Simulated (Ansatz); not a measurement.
Computed with Ansatz on PBE0-D4/def2-TZVP structures; ΔE is electronic, products minus reactants. CCSD(T)/CBS adds triple-zeta CCSD(T) − MP2 to the extrapolated MP2 energy (def2 sets, frozen cores). Functionals use def2-TZVPP. B3LYP here is the variant with VWN-RPA as its local correlation; programs differ in this. HSE06 is defined as in plane-wave codes. def2 core potentials past Kr. For Ge, In outer-core shells are correlated without core-valence functions, which leaves a few kJ/mol of doubt a bond. Scalar relativity is left out up to krypton.

Reaction (ligand exchange at the In–C bond): `[InH2][CH]1BO1` + `C[NH][GeH3]` → `C[N]([GeH3])[InH2]` + `B1CO1`

```tsv
level	ΔE (kcal/mol)	difference from CCSD(T)/CBS
LDA (SPW92)	-12.0	1.6
PBE-D4	-11.0	2.6
revPBE-D4	-10.8	2.8
BLYP-D4	-12.0	1.6
r2SCAN-D4	-11.5	2.1
B97M-V	-12.1	1.5
PBE0-D4	-10.8	2.8
B3LYP-D4	-11.8	1.8
r2SCANh-D4	-11.4	2.2
r2SCAN0-D4	-11.2	2.4
HSE06-D4	-10.8	2.8
BHLYP-D4	-12.0	1.6
CAM-B3LYP-D4	-11.8	1.8
ωB97X-V	-11.4	2.2
PBE-QIDH	-11.8	1.8
PBE	-10.2	3.4
revPBE	-9.2	4.4
BLYP	-10.3	3.3
r2SCAN	-11.3	2.3
PBE0	-10.0	3.6
B3LYP	-10.3	3.3
r2SCANh	-11.1	2.5
r2SCAN0	-10.9	2.7
HSE06	-10.0	3.6
BHLYP	-10.6	3.0
CAM-B3LYP	-10.9	2.7
LC-ωPBE	-10.4	3.2
RPA@PBE/def2-TZVPP	-13.0	0.6
HF/def2-SVP	-11.7	1.9
MP2/def2-SVP	-15.2	-1.6
CCSD(T)/def2-SVP	-14.7	-1.1
HF/def2-TZVPP	-10.2	3.4
MP2/def2-TZVPP	-13.8	-0.2
SCS-MP2/def2-TZVPP	-13.4	0.2
HF/def2-QZVPP	-10.4	3.2
MP2/def2-QZVPP	-14.3	-0.7
SCS-MP2/def2-QZVPP	-13.7	-0.1
HF/CBS(def2)	-10.4	3.2
MP2/CBS(def2)	-14.5	-0.9
CCSD/CBS(def2)	-13.0	0.6
CCSD(T)/CBS	-13.6	0
```

Largest T1 diagnostic among the species: 0.016.

In def2-TZVPP, CCSD(T) changes the Hartree–Fock value by −2.6 kcal/mol (the triples alone add −0.5 kcal/mol) and MP2 by −3.6 kcal/mol. The D4 term adds −1.4 kcal/mol with B3LYP and −0.8 kcal/mol with PBE0; it sums over pairs of atoms, weighted by their polarisabilities, and B3LYP, whose exchange is more repulsive, gets the larger term.
